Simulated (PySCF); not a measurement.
S³⁺ (sulfur, charge +3) across methods

[Ne] 3s2 3p1, 2P determinant. Computed with PySCF 2.14 in aug-cc-pwCVDZ, with the non-relativistic Hamiltonian (point nucleus).

| method | E (hartree) | mean ε 3s α (eV) | mean ε 3s β (eV) | mean ε 3p α (eV) | Σ⟨r²⟩ (bohr²) | ⟨S²⟩ |
| --- | --- | --- | --- | --- | --- | --- |
| r2SCAN | -395.5490 | -52.993 | -51.368 | -41.556 | 10.60 | 0.756 |
| UHF | -395.07035 | -59.318 | -55.804 | -47.017 | 10.69 | 0.760 |
| PBE0 | -395.4482 | -54.512 | -52.685 | -42.733 | 10.59 | 0.754 |
| BLYP | -395.6110 | -52.469 | -51.181 | -40.926 | 10.59 | 0.752 |
| PBE | -395.4154 | -52.610 | -51.225 | -41.073 | 10.58 | 0.753 |
| B97-3 | -395.5496 | -54.555 | -52.800 | -42.654 | 10.55 | 0.753 |
| LDA | -394.1945 | -52.649 | -51.360 | -40.898 | 10.58 | 0.751 |
| revPBE | -395.5220 | -52.575 | -51.153 | -41.093 | 10.59 | 0.753 |

Estimate the same row for CAM-B3LYP.

E (hartree) = -395.6015; mean ε 3s α (eV) = -56.092; mean ε 3s β (eV) = -54.328; mean ε 3p α (eV) = -44.187; Σ⟨r²⟩ (bohr²) = 10.61; ⟨S²⟩ = 0.753.
